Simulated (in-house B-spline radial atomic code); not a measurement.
**Binding energies in the gold ion Au¹⁶⁺**

NIST's tabulated ground configuration is [Kr] 4d10 4f14 5s2 5p1; each binding energy is the energy of the ion with one electron taken from that subshell, relaxed, less that of the parent. Level of theory: Dirac-Hartree-Fock, average of configuration, Fermi nucleus of rms radius 5.4371 fm; calculated with an all-electron radial atomic-structure program (B-spline basis). Energies include first-order Breit, QED and recoil terms.

```tsv
subshell	X-ray name	binding energy (eV)	-ε (eV)	relaxation (eV)
1s	K	81091.8	81610.2	83.2
2s	L1	14728.1	14830.3	46.6
3s	M1	3792.5	3827.0	23.1
3d3/2	M4	2652	2681.5	25.2
3d5/2	M5	2566.4	2593.8	24.5
4s	N1	1119.2	1128.2	6.3
4d3/2	N4	705.4	711.4	5.3
4d5/2	N5	687	692.3	4.9
4f5/2	N6	433.7	438.6	4.9
4f7/2	N7	429.9	434.5	4.8
5s	O1	423.5	424.7	0.5
5p	O2,3	369.4	370.2	0.4
```

Relaxation = -ε minus the binding energy without Breit, QED and recoil terms.

Emission lines follow as differences of binding energies, with λ = 12398.42 eV·Å / E:

| line | holes | energy (eV) | wavelength (Å) |
| --- | --- | --- | --- |
| M5-N7 | 3d5/2 → 4f7/2 | 2136.5 | 5.8031 |
| M4-N6 | 3d3/2 → 4f5/2 | 2218.3 | 5.5892 |

(1) What does it cost to remove both a 3d5/2 and a 3d3/2 electron?

(2) What does it cost to remove two 1s electrons?

Answers

(1) 5314 eV, which is 95.57 eV more than the two single binding energies together.

(2) 163750 eV, which is 1564 eV more than the two single binding energies together.
